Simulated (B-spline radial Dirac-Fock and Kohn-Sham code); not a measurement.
## Auger decay of the 2p1/2 hole in Zr²⁺

System: zirconium as Zr²⁺, configuration [Kr] 4d2, inside a Watson sphere of charge -2 and radius 1.6 Å (a model of the Madelung potential; inside it an electron's potential energy is raised by 18.0 eV).

Calculated with an atomic code on a B-spline grid, using a relativistic independent-particle model: LDA orbitals of the hole state, radiative multipoles to third order, Auger rates from the Coulomb interaction with a continuum orbital, Dirac-Fock energies. Kinetic energies are configuration averages from the vacuum level; the two-hole energies are estimated from single-hole states.

| transition | kinetic energy (eV) | width (meV) | share (%) |
| --- | --- | --- | --- |
| L2-L3N1 | 3.58 | 25.4 | 1.6 |
| L2-L3N2 | 30.56 | 100 | 6.3 |
| L2-L3N3 | 32.78 | 38.4 | 2.4 |
| L2-L3N4 | 67.10 | 19.1 | 1.2 |
| L2-L3N5 | 67.29 | 7.45 | 0.5 |
| L2-M1M2 | 1491.4 | 56.4 | 3.6 |
| L2-M2M2 | 1571.6 | 52.3 | 3.3 |
| L2-M2M3 | 1588.3 | 177 | 11.2 |
| L2-M1M5 | 1655.9 | 8.02 | 0.5 |
| L2-M2M5 | 1741.0 | 163 | 10.3 |
| L2-M2M4 | 1742.3 | 88.3 | 5.6 |
| L2-M3M4 | 1753.0 | 113 | 7.2 |
| L2-M3M5 | 1757.4 | 14.8 | 0.9 |
| L2-M2N1 | 1880.3 | 9.46 | 0.6 |
| L2-M4M4 | 1903.8 | 97.4 | 6.2 |
| L2-M4M5 | 1905.7 | 434 | 27.5 |
| L2-M2N2 | 1907.8 | 13.0 | 0.8 |
| L2-M5M5 | 1908.5 | 19.9 | 1.3 |
| L2-M2N3 | 1909.3 | 24.6 | 1.6 |
| L2-M3N2 | 1921.1 | 19.1 | 1.2 |
| L2-M4N2 | 2073.0 | 9.56 | 0.6 |
| L2-M4N3 | 2074.8 | 15.2 | 1.0 |
| L2-M5N2 | 2075.2 | 16.1 | 1.0 |
| L2-M4N5 | 2109.2 | 6.66 | 0.4 |

The listed channels hold 97 % of the non-radiative rate. Summed by principal shells, of 1.58 eV in all: LMM 78.6 %, LLN 12.1 %, LMN 9.0 %, LNN 0.3 %.
